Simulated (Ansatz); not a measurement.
**A cut through the energy surface**

C₂H₄AlB (SMILES [BH2][AlH][C]#C), singlet, at its PBE0-D4/def2-TZVP minimum:

B1  (-0.979, 1.610, -0.659)
Al2  (0.732, 0.398, -0.380)
C3  (0.524, -1.252, 0.565)
C4  (0.347, -2.287, 1.168)
H5  (-1.697, 1.508, -1.614)
H6  (-1.310, 2.455, 0.126)
H7  (2.184, 0.768, -0.905)
H8  (0.199, -3.201, 1.699)
(Å)

The dihedral angle H5–B1–Al2–C3 (-90.0° at the minimum) is set to the values below, the two halves turning rigidly about the central bond. Each method's energies count from its own value at the PBE0-D4 minimum structure. Program: Ansatz 0.2.0. Basis: def2-TZVPP. Cores are frozen in the correlated methods. B3LYP uses VWN-RPA correlation.

```csv
dihedral angle (°),CCSD(T) (kcal/mol),wB97M-V (kcal/mol),MP2 (kcal/mol)
-84.3,0.025,0.028,0.027
-61.8,0.579,0.645,0.616
-39.3,1.578,1.765,1.681
-16.8,2.450,2.751,2.612
5.7,2.656,2.986,2.833
28.2,2.065,2.314,2.200
50.7,1.050,1.171,1.118
73.2,0.216,0.240,0.230
```

Largest difference from the CCSD(T) curve over the scan: PBE-D4 1.105; r2SCAN-D4 1.110; PBE0-D4 0.733; B3LYP-D4 0.616 kcal/mol. Each curve counts from its own value at the minimum.

T1 diagnostic: at most 0.013.

For scale, one of the runs: CCSD(T)/def2-TZVPP, 191 basis functions (an equivalent command: `ansatz run in.yaml --threads 2`). Hardware: 2 CPU threads, shared host. Wall time 23 s; peak host memory 2 GiB.
